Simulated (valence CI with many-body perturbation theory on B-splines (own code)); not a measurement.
**E1 transitions of I³⁺**

Level of theory: valence CI with perturbative core correlation (CI+MBPT): four valence electrons over a frozen Dirac-Fock core [Kr] 4d10, a basis of 11 s, 11 p, 10 d, 8 f, 5 g, 2 h functions for each j, with the one-electron correlation potential Σ1, the two-electron term Σ2, the three-electron term Σ3, Breit, model QED; selected CI, second order for the rest (own B-spline code, finite nucleus).

No measured levels were compared; by estimate levels hold to about 250 cm⁻¹ or 0.2 % of their energy and the worst to 1 %, as in measured heavy ions of charge 2 to 7; those with d or f electrons hold less well. Among the levels kept, up to 760 cm⁻¹ of a level comes from second order outside the variational space, and about a tenth of that is noise between levels of different J, which matters for small intervals.

Lines 151 to 200 of 541 in falling wavelength, among levels below 269141 cm⁻¹, chosen from the strongest by gf and those to the six lowest levels. Wavelengths and rates use the calculated energies, so an error of 200 cm⁻¹ moves a line at 4520 Å by 0.9 % and its rate by three times that or more. Electric multipoles are in the length gauge, E1 and E2 with the static RPA response of the core. Weak lines are less certain than strong ones. Lines between different terms over intervals too small for the method are left out, as are lines whose strength nearly cancels. Where a level lies close to another of its J and parity, the split of strength between their lines is uncertain. The highest levels of a list are the least certain.

Names give the largest LS component (configuration and term), which can be under half, so a name can repeat, a term be missing and a line seem to break the LS rules; names also repeat where a configuration has a term twice. Letters in brackets count levels of one name in rising energy.

```
λ vac (Å)             Upper              Lower   A (s⁻¹)  S (a.u.) with core polarisation  S without
     4520     5s²5p7d ³P°_2       5s²5p7p ³D_1  4.02e+07                         9.16e+00   9.20e+00
     4516     5s²5p7d ³F°_2   5s5p²5d ³D_1 [a]  5.71e+07                         1.30e+01   1.30e+01
     4458     5s²5p8s ³P°_1       5s²5p7p ³D_2  1.09e+08                         1.43e+01   1.43e+01
     4451     5s²5p7d ³D°_1       5s²5p7p ³D_1  9.05e+07                         1.18e+01   1.19e+01
     4360     5s²5p8s ³P°_0       5s²5p7p ³P_1  1.50e+08                         6.12e+00   6.09e+00
     4145     5s²5p8s ³P°_1       5s²5p7p ³D_1  8.55e+07                         9.02e+00   8.97e+00
     4081     5s²5p5g ¹H°_5       5s5p²5d ¹G_4  4.06e+07                         1.50e+01   1.50e+01
     4038      5s²5p6p ¹D_2      5s²5p5d ¹P°_1  3.44e+07                         5.59e+00   5.70e+00
     3974     5s²5p7d ³D°_1       5s5p²6s ³P_0  4.40e+07                         4.08e+00   4.12e+00
     3791      5s²5p6p ³D_1      5s²5p6s ³P°_1  8.89e+07                         7.18e+00   7.31e+00
     3715     5s5p²6p ³S°_1       5s5p²6s ⁵P_2  5.65e+07                         4.29e+00   4.42e+00
     3585     5s5p²6p ³D°_2       5s5p²6s ³P_1  6.74e+07                         7.67e+00   7.82e+00
     3584  5s²5p6p ³P_1 [b]      5s²5p6s ¹P°_1  1.27e+08                         8.66e+00   8.76e+00
     3560     5s5p²6p ⁵D°_1       5s5p²6s ⁵P_1  1.35e+08                         8.99e+00   9.29e+00
     3328      5s²5p6p ³P_2      5s²5p6s ³P°_2  1.72e+08                         1.56e+01   1.60e+01
     3307     5s5p²6p ⁵D°_3       5s5p²6s ⁵P_2  8.62e+07                         1.08e+01   1.11e+01
     3272     5s5p²6p ⁵S°_2       5s5p²6s ⁵P_2  1.43e+08                         1.24e+01   1.28e+01
     3237      5s²5p6p ³D_3      5s²5p6s ³P°_2  1.95e+08                         2.28e+01   2.33e+01
     3229     5s5p²6p ³D°_1       5s5p²6s ³P_0  7.49e+07                         3.73e+00   3.84e+00
     3184      5s²5p6p ¹S_0      5s²5p5d ¹P°_1  3.65e+08                         5.81e+00   5.84e+00
     3177      5s²5p6p ³D_2      5s²5p6s ³P°_1  2.01e+08                         1.59e+01   1.63e+01
     3172  4f5s²5p ³F_3 [b]      5s²5p6s ³P°_2  3.02e+07                         3.33e+00   3.41e+00
     3155     5s5p²6p ⁵D°_2       5s5p²6s ⁵P_1  1.63e+08                         1.26e+01   1.31e+01
     3104     5s²5p5g ¹F°_3       5s5p²6s ⁵P_2  5.07e+07                         5.24e+00   5.41e+00
     3093  5s²5p6p ³P_1 [a]      5s²5p6s ³P°_0  1.91e+08                         8.37e+00   8.55e+00
     3056     4f5s5p² ⁵D°_3       5s5p²6s ⁵P_2  7.11e+07                         7.01e+00   7.25e+00
     3016     5s²5p6d ¹F°_3       4f5s²5p ¹G_4  7.83e+07                         7.42e+00   7.24e+00
     3013      5s²5p6p ³S_1      5s²5p6s ³P°_2  2.23e+08                         9.05e+00   9.31e+00
     2974     5s5p²6p ⁵P°_1       5s5p²6s ⁵P_2  1.44e+08                         5.60e+00   5.81e+00
     2957      5s²5p6p ¹D_2      5s²5p5d ¹F°_3  1.74e+08                         1.11e+01   1.10e+01
     2953      5s²5p6p ¹D_2      5s²5p6s ¹P°_1  1.70e+08                         1.08e+01   1.11e+01
     2906      5s²5p6p ¹D_2      5s²5p6s ³P°_2  4.64e+07                         2.81e+00   2.86e+00
     2896     5s5p²6p ³D°_2       5s5p²6s ⁵P_2  4.98e+07                         2.98e+00   3.05e+00
     2793     5s5p²6p ⁵S°_2       5s5p²6s ⁵P_1  6.98e+07                         3.75e+00   3.87e+00
     2734     5s²5p6d ¹P°_1       5s²5p6p ¹S_0  4.10e+08                         1.24e+01   1.25e+01
     2731     5s²5p6d ³F°_4       4f5s²5p ³D_3  3.13e+07                         2.83e+00   2.85e+00
     2678  5s²5p6p ³P_1 [a]  5s²5p5d ³P°_2 [a]  1.71e+08                         4.85e+00   4.78e+00
     2592      5s²5p6p ³P_2      5s²5p5d ³D°_2  8.24e+07                         3.54e+00   3.49e+00
     2587     5s²5p6d ³F°_3       4f5s²5p ³G_4  9.72e+07                         5.81e+00   5.64e+00
     2572     5s²5p7s ³P°_2       4f5s²5p ³D_3  6.44e+07                         2.70e+00   2.65e+00
     2569      5s²5p6p ³P_2      5s²5p5d ³D°_3  1.38e+08                         5.76e+00   5.67e+00
     2555     5s²5p6d ³D°_2   4f5s²5p ³F_3 [a]  9.96e+07                         4.10e+00   3.98e+00
     2519     5s²5p6d ³F°_2       4f5s²5p ³G_3  1.01e+08                         4.00e+00   3.87e+00
     2518     5s²5p6d ³P°_2       5s²5p6p ¹D_2  1.94e+08                         7.66e+00   7.71e+00
     2515      5s²5p6p ³D_3      5s²5p5d ³D°_3  4.44e+07                         2.44e+00   2.39e+00
     2509     5s²5p6d ³F°_2       5s²5p6p ³D_2  9.45e+07                         3.68e+00   3.74e+00
     2508      5s²5p6p ³S_1      5s²5p5d ³P°_1  1.36e+08                         3.18e+00   3.16e+00
     2507  4f5s²5p ³F_3 [a]  5s²5p5d ³P°_2 [a]  8.84e+07                         4.82e+00   4.91e+00
     2501     5s²5p6d ³P°_1       5s²5p6p ¹D_2  1.12e+08                         2.59e+00   2.58e+00
     2497  4f5s²5p ³F_3 [b]      5s²5p5d ³D°_2  5.41e+07                         2.91e+00   2.98e+00
```
